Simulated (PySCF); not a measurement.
# Dipole response of Re²⁺ (rhenium, charge +2)

[Xe] 4f14 5d4 6s1, high-spin 6D determinant (an excited configuration). Calculation: PySCF 2.14, in aug-cc-pVTZ-PP with one added diffuse shell each of s, p, d, f, g type with ECP60MDF (7s7p6d4f3g, 113 functions); scalar relativity through the core potential. Coupled (time-dependent) response in atomic units; α is the mean over directions.

| method | mean α (bohr³) | α xx, yy, zz | C₆ (like pair) | S(−4) |
| --- | --- | --- | --- | --- |
| UHF | 24.79 | 24.68, 24.68, 25.01 | 171.6 | 289.7 |
| PBE | 20.09 | 19.91, 19.91, 20.46 | 137.8 | 159.6 |

S(−4) is the Cauchy moment in α(ω) = α(0) + S(−4) ω² + …

Spin-orbit coupling is absent.

α(iu) at PBE:

```
u (hartree)  α(iu) (bohr³)
          0          20.09
     0.0500          19.70
      0.100          18.65
      0.200          15.63
      0.300          12.72
      0.500          8.756
      0.750          6.083
       1.00          4.557
       1.50          2.885
       2.00          1.997
       3.00          1.109
       5.00         0.4748
```

A single London oscillator, α(iu) = α/(1 + u²/ω²), gives C₆ = (3/4) ω α². Matching the computed C₆ needs ω = 4 × 137.8 / (3 × 20.09²) = 0.455 hartree.

For an ion, C₆ is the dispersion term alone; charge-induced terms of lower order in 1/R come first.

The components differ because the open shell of this determinant is not spherical; for a pure term their mean is the scalar polarisability.

Energies and moments cover only the electrons outside the core potential. Spin-orbit coupling, absent here, splits the open shell strongly.
